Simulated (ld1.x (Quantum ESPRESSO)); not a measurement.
**Sb (Z = 51), ultrasoft: configuration errors across variants**

| Quantity | Value |
| --- | --- |
| Element | antimony (Sb) |
| Generator | ld1.x (Quantum ESPRESSO) 7.5 |
| Type | ultrasoft |
| Functional | PBE |
| Relativity | scalar-relativistic |
| Frozen core | [Kr] |
| Valence charge | 15 |
| Reference configuration | 4d10 5s2 5p3 |
| Partial waves | 5s (bound): rcut 1.80, rcutus 2.10 bohr; 5s channel at 0.05 Ry: rcut 1.80, rcutus 2.10 bohr; 5p (bound): rcut 1.70, rcutus 2.05 bohr; 5p channel at 0.1 Ry: rcut 1.70, rcutus 2.05 bohr; 4d (bound): rcut 0.65, rcutus 0.90 bohr; 4d channel at -1.6 Ry: rcut 0.65, rcutus 0.90 bohr |
| Local potential | all-electron potential smoothed inside 1.10 bohr (lloc = -1) |
| Core correction | Bessel-smoothed model core, default radius (core density twice the valence density) |
| Augmentation charge | PSQ, inside the norm-conserving radii |

All-electron excitation energies from the reference (eV): (1) 4d10 5s2 5p2 8.317; (2) 4d10 5s2 5p1 24.285; (3) 4d10 5s2 5p0 48.698; (4) 4d10 5s2 5p2.5 3.262; (5) 4d10 5s1 5p0 92.991; (6) 4d9 5s2 5p4 31.120; (7) 4d10 5s1 5p3 17.049.

The default core radius of the base comes out at 0.61 bohr.

The overlap operator is not positive definite (basis up to 400 Ry) in “waves 5s (bound): rcut 1.80, rcutus 3.18 bohr; 5s channel at 0.05 Ry: rcut 1.80, rcutus 3.18 bohr”. Such files are unfit for use, however small their errors in these radial tests.

3 further variants failed, have other tests or too few solved ones, and are left out.

A true bound ghost makes a file unfit for plane-wave use even where its test errors are small: the radial tests pick states by their node count and pass the ghost by.

Errors AE − PS in meV (a dash: test not solved or not reliable):

| change | (1) | (2) | (3) | (4) | (5) | (6) | (7) | bound ghosts |
| --- | --- | --- | --- | --- | --- | --- | --- | --- |
| base | -3.2 | -15 | -47 | -0.9 | -75 | -95 | -5.8 | s, p |
| wave 4d channel at -1.6 Ry: rcut 0.65, rcutus 0.90 bohr becomes 4d channel at -0.18 Ry: rcut 0.65, rcutus 0.90 bohr | -3.2 | -15 | -47 | -0.9 | -75 | -96 | -5.8 | s, p |
| local potential all-electron potential smoothed inside 2.20 bohr (lloc = -1) | -3.1 | -15 | -47 | -0.9 | -75 | -98 | -5.8 | none |
| core correction Bessel-smoothed model core inside 0.70 bohr | -3.1 | -15 | -46 | -0.9 | -73 | -94 | -5.8 | s, p |
| waves 5s (bound): rcut 1.80, rcutus 3.18 bohr; 5s channel at 0.05 Ry: rcut 1.80, rcutus 3.18 bohr | -5.0 | -28 | -96 | -1.3 | -109 | -183 | -14 | p (s not tested, overlap not positive) |
| type PAW; local potential all-electron potential smoothed inside 1.40 bohr (lloc = -1); augmentation PSQ, radius 0.65 bohr | -2.1 | -6.5 | -16 | -0.7 | -38 | -132 | -3.2 | s |
| local potential all-electron potential smoothed inside 1.60 bohr (lloc = -1) | -3.1 | -15 | -47 | -0.9 | -75 | -98 | -5.8 | s |
| local potential all-electron potential smoothed inside 1.60 bohr (lloc = -2) | -3.1 | -15 | -47 | -0.9 | -75 | -93 | -5.9 | none |

(1) Give the same row for: waves 5p (bound): rcut 1.70, rcutus 1.80 bohr; 5p channel at 0.1 Ry: rcut 1.70, rcutus 1.80 bohr.

Results:

(1) -4.0, -21, -68, -1.1, -98, -98, -6.7; bound ghosts: s, p.
